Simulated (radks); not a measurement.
Values are calculated unless marked as measured or tabulated.
Species: Sm. Configuration: [Xe] 4f5 6s2 6p1 (not the ground configuration).

Code: a radial shooting solver on a logarithmic mesh with Libxc functionals. Model: scalar-relativistic Kohn-Sham, BLYP, spin-polarised, spherical densities, finite nucleus; open shells are filled with parallel spins first (spin-orbit coupling, left out, can overturn this in heavy ions); Fermi nuclear charge, rms radius 5.0819 fm.

Energy parts (Ry):
total: -20854.6287
kinetic: 22290.6552
electron-nucleus: -50726.3003
Hartree: 8052.5529
exchange-correlation: -471.5364

Orbitals (lengths in bohr, moments of r in powers of bohr):
orbital  occ.  eigenvalue (Ry)      <r>
1s up       1        -3431.412  0.02274
1s down     1        -3431.411  0.02274
2s up       1        -561.3097  0.09701
2s down     1        -561.3074  0.09701
2p up       3        -500.8440  0.08547
2p down     3        -500.8422  0.08547
3s up       1        -123.5939   0.2551
3s down     1        -123.4703   0.2549
3p up       3        -104.6894   0.2534
3p down     3        -104.5665   0.2532
3d up       5        -79.05971   0.2311
3d down     5        -78.96463   0.2309
4s up       1        -25.23236   0.5785
4s down     1        -24.92048   0.5785
4p up       3        -19.00903   0.6121
4p down     3        -18.69904   0.6122
4d up       5        -10.27287   0.6677
4d down     5         -9.96731   0.6685
5s up       1         -3.71007    1.376
5s down     1         -3.54837    1.393
5p up       3         -2.15893    1.596
5p down     3         -2.03857    1.623
4f up       5         -0.89671   0.9061
4f down     0         -0.62922   0.9452
6s up       1         -0.39063    3.817
6s down     1         -0.35457    3.867
6p up       1         -0.15713    5.114
6p down     0         -0.12748    5.364

The highest occupied level is 6p up at -2.138 eV. The configuration is held as typed, so some empty levels lie below it. The spin density at the nucleus is 0.925 e/bohr^3 (1s -0.029, 2s -0.528, 3s -9.504, 4s 0.757, 5s 9.945, 6s 0.283).
